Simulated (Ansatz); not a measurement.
Potential energy curve for GeLi (anion, charge -1), lowest singlet found (which spin is the ground state isn't settled by this scan).

- RHF/aug-cc-pVDZ (Ansatz, a program for electronic structure)
- RMP2 = MP2 on RHF/aug-cc-pVDZ, cores with 3d frozen run with Ansatz
- RCCSD = CCSD on RHF/aug-cc-pVDZ, cores with 3d frozen (Ansatz)
- RCCSD(T) = CCSD(T) on RHF/aug-cc-pVDZ, cores with 3d frozen run with Ansatz
- RKS-B3LYP = restricted B3LYP/aug-cc-pVDZ (Ansatz)
- RKS-PBE = Ansatz with restricted PBE/aug-cc-pVDZ
- FCI = full CI/aug-cc-pVDZ, cores with 3d frozen in Ansatz

All curves are set to zero at 2.66 Å and compared with full CI in the same basis at 2.66, 2.82, 2.93, 3.12, 3.37, 3.64, 3.97, 4.38, 4.89, 5.41 Å.

Question: Order the methods by the spread of their error (largest minus smallest) over these points.

Answer: RCCSD(T) has the smallest spread and RMP2 the largest. In order (kJ/mol): RCCSD(T) 5.25, RCCSD 9.32, RHF 13.55, RKS-PBE 16.28, RKS-B3LYP 16.44, RMP2 50.87.

Errors against full CI at some of the points (kJ/mol):

| method | 3.37 Å | 3.97 Å | 5.41 Å |
|---|---|---|---|
| RCCSD(T) | 0.3 | -0.6 | -4.8 |
| RCCSD | 0.6 | 2.4 | 9.3 |
| RHF | 5.0 | 1.4 | -8.5 |
| RKS-PBE | 9.7 | 14.7 | 15.3 |
| RKS-B3LYP | 11.8 | 15.9 | 14.4 |
| RMP2 | 17.9 | 32.5 | 50.9 |

The scan ran from 1.78 to 8.37 Å; beyond the distances shown full CI changes its symmetry label. The restricted form behind RHF, RMP2, RKS-B3LYP, RKS-PBE keeps the bonding electrons paired and can't separate into open-shell fragments. Where the anion isn't bound against loss of the electron, the finite basis alone holds it. The T1 diagnostic of CCSD on the restricted reference of RMP2, RCCSD, RCCSD(T) exceeds 0.045 at 1.93 to 2.45, 3.12 to 5.41 Å. Also computed but left out beside FCI, since their determinant holds another spin at the minimum (<S²> over 0.7 above the pure value): UHF, UMP2, UCCSD, UCCSD(T), UCCSDT, UCCSDT(Q), UKS-B3LYP, UKS-PBE, UKS-B3LYP/6-31G*, UKS-B3LYP/3-21G, UMP2/6-31G*, UHF/LANL2DZ.
